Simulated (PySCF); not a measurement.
Computed properties of Sn(Br)(Me) (CH3BrSn), SMILES [CH3][Sn][Br]

Sn(Br)(Me) (CH3BrSn), SMILES [CH3][Sn][Br] (connectivity only; charge and spin as stated), neutral, multiplicity 1. Geometry optimised at B3LYP-D3(BJ)/def2-SVP. The def2 effective core potentials stand for the cores of Sn; spin–orbit coupling is left out. One conformer was computed; it need not be the lowest. All values are computed for the isolated molecule unless a solvent is named; none is compared with measurement here.

**Structure.** The optimised structure has Cs symmetry. All 12 harmonic modes at B3LYP-D3(BJ)/def2-SVP (PySCF) are real, so it is a minimum. With heavy atoms numbered as in [Sn:1]([Br:2])[CH3:3], the shortest bond between them is Sn1–C3 at 2.217 Å and the longest Sn1–Br2 at 2.577 Å.

**Vibrations.** The strongest infrared lines (harmonic, unscaled, degenerate partners summed) lie at 467 cm⁻¹ (42 km/mol, C 71 %, H 18 %, Sn 11 %), 232 cm⁻¹ (30 km/mol, Br 59 %, Sn 41 %), 3131 cm⁻¹ (12 km/mol, H 90 %, C 10 %). The softest mode is at 61 cm⁻¹ and the zero-point energy is 22.0 kcal/mol.

**Electronic structure.** PBE0/def2-TZVPD (PySCF) places the frontier levels at -6.73 and -2.89 eV, a gap of 3.84 eV, and gives a dipole moment of 3.14 D and a mean polarisability of 83.3 bohr³.

**Excitations.** TDA-PBE0/def2-SVPD (PySCF) has S1 at 2.69 eV (460 nm, f = 0.020, weak); the most intense of the 10 singlets computed lies at 6.40 eV (f = 0.37). T1 (TDA) is at 1.84 eV, 0.85 eV under S1.
